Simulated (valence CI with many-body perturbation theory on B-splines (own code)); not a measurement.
Pb⁴⁰⁺: E2, M1 decay

Calculated by relativistic CI+MBPT: six valence electrons over a frozen Dirac-Fock core [Kr], radial functions for each j: 7 s, 7 p, 8 d, 6 f, 4 g, 1 h, with the one-electron correlation potential Σ1 (screened to all orders), the two-electron term Σ2, the three-electron term Σ3, Breit, model QED; selected single and double excitations, second order for the rest, scaled by the run's own slope (own B-spline code, finite nucleus).

The last digits are not significant, and no measured levels were compared; by estimate large intervals hold to a few tenths of a per cent, small ones and those within an open d or f shell to about a per cent. Core correlation moves these levels by up to 11000 cm⁻¹, and in measured spectra 5 to 20 % of such shifts remained as error; rates that hang on mixing are uncertain with them. Among the levels kept, up to 720 cm⁻¹ of a level comes from second order outside the variational space, and about a tenth of that is noise between levels of different J, which matters for small intervals. Only levels of the ground parity were solved; by the run's estimate the other parity begins above the list, which can be wrong where configurations are misplaced.

Lines 1 to 50 of 113 in falling wavelength, among levels below 1053900 cm⁻¹, chosen from the decays that carry over 1 % of a level's rate. Wavelengths and rates use the calculated energies. Electric multipoles are in the length gauge with retardation, E1 and E2 with the static RPA response of the core. M1 uses the relativistic operator with retardation. Weak lines are less certain than strong ones. Lines between different terms over intervals too small for the method are left out, as are lines whose strength nearly cancels. The highest levels of a list are the least certain.

Levels are named by their leading jj configuration (3d3/2^4 stands for four electrons in 3d with j = 3/2), which in mixed levels can hold well under half, so a name can repeat and another be missing. Letters in brackets count levels of one name in rising energy.

```tsv
λ vac (Å)	Upper	Lower	Type	A (s⁻¹)	Branch %
3883	(4d3/2^4 4d5/2^2) J=2	(4d3/2^4 4d5/2^2) J=4	E2	4.86e-03	100.0
2070	(4d3/2^3 4d5/2^3) J=2 [b]	(4d3/2^3 4d5/2^3) J=3 [b]	M1	6.69e+02	2.0
2060	(4d3/2^3 4d5/2^3) J=4 [b]	(4d3/2^3 4d5/2^3) J=3 [b]	M1	2.47e+02	3.3
1575	(4d3/2^4 4d5/2^2) J=0	(4d3/2^4 4d5/2^2) J=2	E2	1.60e+00	100.0
1567	(4d3/2^3 4d5/2^3) J=3 [b]	(4d3/2^3 4d5/2^3) J=3 [a]	M1	1.28e+03	1.1
1328	(4d3/2^3 4d5/2^3) J=0	(4d3/2^3 4d5/2^3) J=1 [a]	M1	5.14e+03	83.1
1315	(4d3/2^3 4d5/2^3) J=4 [b]	(4d3/2^3 4d5/2^3) J=5	M1	5.40e+02	7.1
1089	(4d3/2^3 4d5/2^3) J=1 [b]	(4d3/2^3 4d5/2^3) J=1 [a]	M1	2.57e+03	2.1
1051	(4d3/2^3 4d5/2^3) J=2 [b]	(4d3/2^3 4d5/2^3) J=1 [a]	M1	3.87e+02	1.2
944.1	(4d3/2^3 4d5/2^3) J=4 [b]	(4d3/2^3 4d5/2^3) J=4 [a]	M1	1.55e+03	20.5
891.8	(4d3/2^3 4d5/2^3) J=2 [b]	(4d3/2^3 4d5/2^3) J=3 [a]	M1	4.28e+03	12.8
701.2	(4d3/2^2 4d5/2^4) J=0 [a]	(4d3/2^3 4d5/2^3) J=1 [b]	M1	1.31e+04	2.0
687.4	(4d3/2^3 4d5/2^3) J=1 [a]	(4d3/2^4 4d5/2^2) J=0	M1	3.07e+04	10.1
656.7	(4d3/2^2 4d5/2^4) J=4 [a]	(4d3/2^3 4d5/2^3) J=4 [b]	M1	4.98e+03	1.0
644.7	(4d3/2^2 4d5/2^4) J=3 [a]	(4d3/2^3 4d5/2^3) J=3 [c]	M1	4.68e+03	1.0
620.3	(4d3/2^2 4d5/2^4) J=3 [a]	(4d3/2^3 4d5/2^3) J=2 [b]	M1	1.15e+04	2.5
593.9	(4d3/2^2 4d5/2^4) J=5	(4d3/2^3 4d5/2^3) J=4 [b]	M1	3.10e+04	11.2
566.1	(4d3/2^2 4d5/2^4) J=2 [a]	(4d3/2^3 4d5/2^3) J=3 [b]	M1	6.07e+03	1.0
529.8	(4d3/2^2 4d5/2^4) J=3 [b]	(4d3/2^3 4d5/2^3) J=4 [b]	M1	5.56e+04	18.0
529.2	(4d3/2^2 4d5/2^4) J=3 [b]	(4d3/2^3 4d5/2^3) J=2 [b]	M1	1.03e+04	3.3
528.5	(4d3/2^2 4d5/2^4) J=0 [b]	(4d3/2^2 4d5/2^4) J=1	M1	1.63e+04	4.3
520.9	(4d3/2^3 4d5/2^3) J=3 [a]	(4d3/2^4 4d5/2^2) J=2	M1	6.74e+04	25.0
513.5	(4d3/2^2 4d5/2^4) J=1	(4d3/2^3 4d5/2^3) J=2 [b]	M1	5.06e+04	13.3
504.9	(4d3/2^2 4d5/2^4) J=1	(4d3/2^3 4d5/2^3) J=1 [b]	M1	5.85e+04	15.3
499.8	(4d3/2 4d5/2^5) J=3	(4d3/2^2 4d5/2^4) J=4 [c]	M1	6.06e+04	9.7
498.6	(4d3/2^2 4d5/2^4) J=4 [b]	(4d3/2^3 4d5/2^3) J=3 [c]	M1	1.10e+04	4.5
497.9	(4d3/2^2 4d5/2^4) J=4 [a]	(4d3/2^3 4d5/2^3) J=3 [b]	M1	1.62e+04	3.3
484.4	(4d3/2^2 4d5/2^4) J=4 [b]	(4d3/2^3 4d5/2^3) J=4 [b]	M1	2.82e+03	1.2
479.1	(4d3/2 4d5/2^5) J=2	(4d3/2^2 4d5/2^4) J=2 [c]	M1	3.62e+04	5.4
479.0	(4d3/2^2 4d5/2^4) J=2 [b]	(4d3/2^3 4d5/2^3) J=2 [b]	M1	9.85e+03	3.5
478.6	(4d3/2^3 4d5/2^3) J=1 [a]	(4d3/2^4 4d5/2^2) J=2	M1	2.72e+05	89.9
477.3	(4d3/2^2 4d5/2^4) J=3 [a]	(4d3/2^3 4d5/2^3) J=3 [b]	M1	2.14e+04	4.7
471.6	(4d3/2^2 4d5/2^4) J=2 [b]	(4d3/2^3 4d5/2^3) J=1 [b]	M1	4.58e+03	1.6
466.0	(4d3/2^2 4d5/2^4) J=1	(4d3/2^3 4d5/2^3) J=0	M1	7.38e+04	19.4
464.1	(4d3/2^2 4d5/2^4) J=3 [a]	(4d3/2^3 4d5/2^3) J=2 [a]	M1	6.01e+04	13.2
463.3	(4d3/2 4d5/2^5) J=3	(4d3/2^2 4d5/2^4) J=2 [c]	M1	1.00e+05	16.0
459.3	(4d3/2^3 4d5/2^3) J=3 [a]	(4d3/2^4 4d5/2^2) J=4	M1	2.02e+05	75.0
447.4	(4d3/2^2 4d5/2^4) J=2 [a]	(4d3/2^3 4d5/2^3) J=1 [a]	M1	1.36e+05	22.5
446.1	(4d3/2^3 4d5/2^3) J=4 [a]	(4d3/2^4 4d5/2^2) J=4	M1	2.48e+05	100.0
438.0	(4d3/2^2 4d5/2^4) J=4 [a]	(4d3/2^3 4d5/2^3) J=5	M1	7.01e+04	14.3
426.5	(4d3/2^2 4d5/2^4) J=0 [a]	(4d3/2^3 4d5/2^3) J=1 [a]	M1	6.56e+05	98.0
421.4	(4d3/2^2 4d5/2^4) J=3 [b]	(4d3/2^3 4d5/2^3) J=3 [b]	M1	1.26e+05	40.8
421.4	(4d3/2^3 4d5/2^3) J=1 [b]	(4d3/2^4 4d5/2^2) J=0	M1	1.08e+05	87.7
415.8	(4d3/2^2 4d5/2^4) J=2 [a]	(4d3/2^3 4d5/2^3) J=3 [a]	M1	4.54e+05	75.4
413.5	(4d3/2^2 4d5/2^4) J=5	(4d3/2^3 4d5/2^3) J=6	M1	1.52e+05	54.8
411.2	(4d3/2^2 4d5/2^4) J=3 [b]	(4d3/2^3 4d5/2^3) J=2 [a]	M1	8.26e+04	26.7
411.0	(4d3/2^2 4d5/2^4) J=2 [c]	(4d3/2^3 4d5/2^3) J=3 [c]	M1	1.31e+05	29.9
409.1	(4d3/2^2 4d5/2^4) J=5	(4d3/2^3 4d5/2^3) J=5	M1	7.78e+04	28.2
401.6	(4d3/2^2 4d5/2^4) J=1	(4d3/2^3 4d5/2^3) J=2 [a]	M1	5.19e+04	13.6
401.0	(4d3/2 4d5/2^5) J=2	(4d3/2^2 4d5/2^4) J=2 [b]	M1	1.05e+05	15.7
```
